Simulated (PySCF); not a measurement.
NICS in rings of unrelated molecules.

Probes without a nucleus sit at each ring's centroid and 1 Å off its mean plane on both sides; NICS is minus the shielding there, NICSzz its component along the normal. Level: GIAO PBE0/pcSseg-1 (PySCF, non-relativistic, gas phase) on the GFN2-xTB geometries, one conformer each. Atom numbers follow the mapped SMILES.

**Question.** Order these rings by mean NICS(1)zz, lowest (most negative) first (ppm).
A. ring C1–N2–C3–N4–N5 in `[cH:1]1[n:2][cH:3][nH:4][n:5]1`
B. ring Si3–S6–C7–C8–S9 in `[OH:1][SiH2:2][Si:3]1([O:4][SiH3:5])[S:6][CH2:7][CH2:8][S:9]1`
C. ring C4–C5–C6–Si8–Si9–C10 in `[CH2:1]=[CH:2][CH2:3][C:4]1=[CH:5][C:6](=[O:7])[SiH2:8][SiH2:9][CH2:10]1`
D. ring C2–C3–P4–C5–N7 in `[CH3:1][c:2]1[cH:3][p:4][c:5]([CH3:6])[n:7]1[CH:8]1[CH2:9][CH2:10]1`
E. ring C2–C3–P4–C5–N6 in `[CH3:1][c:2]1[cH:3][p:4][cH:5][n:6]1[CH:7]1[CH2:8][CH2:9][CH2:10]1`

**Answer.** A (-34.7), E (-27.4), D (-24.7), B (-3.5), C (0.8).

| SMILES | ring | NICS(0) | NICS(1) | NICS(1)zz | HOMA | rms pucker (Å) | ring atoms with four or more neighbours |
| --- | --- | --- | --- | --- | --- | --- | --- |
| c1nc[nH]n1 | 5-membered ring with 3 N; formal bonds all aromatic | -14.1 | -12.5 | -34.7 | 0.95 | 0.00 | 0 |
| Cc1cpcn1C1CCC1 | 5-membered ring with N and P; formal bonds all aromatic | -12.4 | -11.1 | -27.4 | 0.87 | 0.01 | 0 |
| Cc1cpc(C)n1C1CC1 | 5-membered ring with N and P; formal bonds all aromatic | -11.9 | -10.6 | -24.7 | 0.83 | 0.01 | 0 |
| O[SiH2][Si]1(O[SiH3])SCCS1 | 5-membered ring with 2 S and Si; formal bonds all single | -9.2 | -5.5 | -3.5 | – | 0.24 | 3 |
| C=CCC1=CC(=O)[SiH2][SiH2]C1 | 6-membered ring with 2 Si; formal bonds 1 double, 5 single | 1.7 | -1.8 | 0.8 | – | 0.28 | 3 |

NICS(0) gives the same order. The isotropic NICS(1) gives the same order. HOMA uses Krygowski's 1993 parameters; it is left out where a ring has a four-coordinate atom, a triple bond, no multiple bond or a kind of bond without parameters. NICS(1) and NICS(1)zz are means over the two faces.
